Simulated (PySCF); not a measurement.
**C₆ coefficients of unlike pairs at UHF**

Calculated with PySCF 2.14 from the dipole response of each species, C₆(A,B) = (3/π) ∫ α_A(iu) α_B(iu) du, in atomic units, from isotropic polarisabilities. For ions this is the dispersion term alone; charge-induced terms of lower order in 1/R come first.

```json
{"species": "Br", "configuration": "[Ar] 3d10 4s2 4p5 (2P)", "basis": "aug-cc-pVQZ-DK (8s7p5d3f2g)", "relativity": "spin-free X2C", "α (bohr³)": "20.23", "C₆ (like pair)": "161.3"}
{"species": "Se+", "configuration": "[Ar] 3d10 4s2 4p3 (4S)", "basis": "aug-cc-pVTZ-PP with ECP10MDF (6s5p4d2f)", "relativity": "core potential", "α (bohr³)": "14.16", "C₆ (like pair)": "86.35"}
{"species": "Ar(3+)", "configuration": "[Ne] 3s2 3p3 (4S)", "basis": "dyall-av3z (19s12p3d2f)", "relativity": "spin-free X2C", "α (bohr³)": "3.648", "C₆ (like pair)": "9.946"}
{"species": "Li", "configuration": "[He] 2s1 (2S)", "basis": "aug-cc-pCVQZ (9s8p6d4f2g)", "relativity": "none", "α (bohr³)": "169.9", "C₆ (like pair)": "1477"}
```

Problem. Estimate C₆ for Ar(3+) with Br.

Solution. The integral gives 38.36. The combination rule 2 C_A C_B / (C_A α_B/α_A + C_B α_A/α_B) gives 38.08 and the geometric mean 40.05.

No spin-orbit coupling is included.

The other pairs:

| pair | C₆ |
| --- | --- |
| Li, Br | 314.2 |
| Se+, Br | 117.9 |
| Ar(3+), Se+ | 28.26 |
| Li, Ar(3+) | 60.52 |
| Li, Se+ | 222.9 |
